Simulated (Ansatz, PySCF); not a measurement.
Zr(Me)2(H)2 (C2H8Zr), SMILES [CH3][ZrH2][CH3], multiplicity 1.

Geometry: B3LYP-D3(BJ)/def2-SVP. The multiplicity is an assumed one; no other spin state was optimised. The structure was generated by enumeration; whether it is a known compound was not checked. The def2 effective core potentials stand for the cores of Zr; spin–orbit coupling is left out.

Vertical ionisation energy (IE) and electron affinity (EA) in eV. Rows of orbital energies are one-electron estimates. Where ΔSCF, EOM or ADC give a negative EA the extra electron is unbound and the value depends on the basis.

```csv
level,IE,EA
"−ε(HOMO), −ε(LUMO), r2SCAN/def2-TZVPD (PySCF)",6.81,2.33
"−ε(HOMO), −ε(LUMO), PBE/def2-TZVPD (PySCF)",6.55,2.60
"ΔSCF, PBE0/def2-SVPD (Ansatz), final states of multiplicity 2 and 2",[?],[?]
"ΔSCF, PBE/def2-SVPD (Ansatz), final states of multiplicity 2 and 2",9.36,0.00
```

Q: Some entries are withheld; supply them. (Estimate from the structure and the level; the computed values follow.)

A: 
- ΔSCF, PBE0/def2-SVPD (Ansatz, a program for electronic structure), final states of multiplicity 2 and 2, IE: 9.72
- ΔSCF, PBE0/def2-SVPD (Ansatz), final states of multiplicity 2 and 2, EA: 0.00

Q: What vertical singlet–triplet gap does ΔSCF give with PBE0/def2-SVPD (Ansatz) and with PBE/def2-SVPD (Ansatz)? (The exact figures need the calculation; the answer reports its results.)

A: 3.96 and 3.67 eV (triplet above singlet where positive).
